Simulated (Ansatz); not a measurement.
```yaml
atoms:
  - { symbol: C, position_ang: [0.0000, 1.4100, 0.0000] }
  - { symbol: C, position_ang: [1.2211, 0.7050, 0.0000] }
  - { symbol: C, position_ang: [1.2211, -0.7050, 0.0000] }
  - { symbol: C, position_ang: [0.0000, -1.4100, 0.0000] }
  - { symbol: C, position_ang: [-1.2211, -0.7050, 0.0000] }
  - { symbol: C, position_ang: [-1.2211, 0.7050, 0.0000] }
  - { symbol: C, position_ang: [2.4422, 1.4100, 0.0000] }
  - { symbol: C, position_ang: [3.6633, 0.7050, 0.0000] }
  - { symbol: C, position_ang: [3.6633, -0.7050, 0.0000] }
  - { symbol: C, position_ang: [2.4422, -1.4100, 0.0000] }
  - { symbol: C, position_ang: [4.8844, 1.4100, 0.0000] }
  - { symbol: C, position_ang: [6.1055, 0.7050, 0.0000] }
  - { symbol: C, position_ang: [6.1055, -0.7050, 0.0000] }
  - { symbol: C, position_ang: [4.8844, -1.4100, 0.0000] }
  - { symbol: H, position_ang: [0.0000, 2.4950, 0.0000] }
  - { symbol: H, position_ang: [0.0000, -2.4950, 0.0000] }
  - { symbol: H, position_ang: [-2.1607, -1.2475, 0.0000] }
  - { symbol: H, position_ang: [-2.1607, 1.2475, 0.0000] }
  - { symbol: H, position_ang: [2.4422, 2.4950, 0.0000] }
  - { symbol: H, position_ang: [2.4422, -2.4950, 0.0000] }
  - { symbol: H, position_ang: [4.8844, 2.4950, 0.0000] }
  - { symbol: H, position_ang: [7.0451, 1.2475, 0.0000] }
  - { symbol: H, position_ang: [7.0451, -1.2475, 0.0000] }
  - { symbol: H, position_ang: [4.8844, -2.4950, 0.0000] }
```

Basis set: def2-SVP. Charge 0. Computed with Ansatz (development build ahead of 0.2.0); the lowest solution found for each multiplicity.

Q: How do the multiplicities compare at this shape? Give, from the lowest of each method, PBE0 (unrestricted) for 1, 3; PBE0 (restricted) for 1, 3.

A:

| method | multiplicity | E (eV) | <S²> |
| --- | --- | --- | --- |
| PBE0, unrestricted | 1 | 0.000 | 0.00 |
| PBE0, unrestricted | 3 | 1.688 | 2.03 |
| PBE0, restricted | 1 | 0.000 | 0.00 |
| PBE0, restricted | 3 | 1.802 | 2.00 |
